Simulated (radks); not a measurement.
The numbers below are computed, except where a source is named.
Ionisation of neutral chromium, [Ar] 3d5 4s1, to [Ar] 3d5 as the strength of local exchange is varied. Level of theory: scalar-relativistic Kohn-Sham, Slater X-alpha exchange (alpha = 2/3 is LDA exchange), no correlation, spin-unpolarised, spherical densities, finite nucleus; Fermi nuclear charge, rms radius 3.6452 fm (a radial shooting solver on a logarithmic mesh with Libxc functionals).

alpha,E(Cr) (hartree),exchange (hartree),IE (eV),-e of the level emptied (eV),<r> of it (bohr)
0.636,-1044.44241,-42.33571,6.162,3.271 (4s),3.509
0.667,-1046.50921,-44.49126,6.281,3.377 (4s),3.486
0.679,-1047.31041,-45.32793,6.328,3.418 (4s),3.477
0.712,-1049.51702,-47.63528,6.457,3.536 (4s),3.452
0.729,-1050.65564,-48.82764,6.525,3.597 (4s),3.439
0.784,-1054.34821,-52.70252,6.748,3.803 (4s),3.396
0.849,-1058.72942,-57.31580,7.018,4.059 (4s),3.345
0.853,-1058.99964,-57.60089,7.035,4.075 (4s),3.342

NIST Atomic Spectra Database: 6.767 eV (measured). The Delta-SCF value meets it near alpha = 0.79. Spin polarisation and multiplet splitting are left out, so open shells lie too high by an amount that depends on their filling.

Beside tabulated values, note that spin-unpolarised runs miss the spin-polarisation part of the exchange energy of open shells.
